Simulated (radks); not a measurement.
The numbers below are computed, except where a source is named.
Q: Spherical quantum dot in the effective-mass picture: electrons in a hard-walled sphere of radius 2.95, with a point charge +1 (a donor) at the centre, all in effective atomic units (hartree* = m*/eps^2 hartree, bohr* = eps/m* bohr), one dielectric constant everywhere. Level of theory: non-relativistic Kohn-Sham, PBE, spin-polarised, spherical densities (a radial shooting solver with Libxc functionals). Levels are named by radial order and angular momentum (1s, 1p, 1d, 2s, ...), and open shells are averaged over m. At N = 19 the configuration is 1s2 1p6 1d10 2s(up 1, down 0). Does electron 20 go into 1f up or 1f down or 2s down?

A: Into 2s down. The total energies of the other choices lie higher by 0.0733 hartree* (1f up), 0.0782 hartree* (1f down).
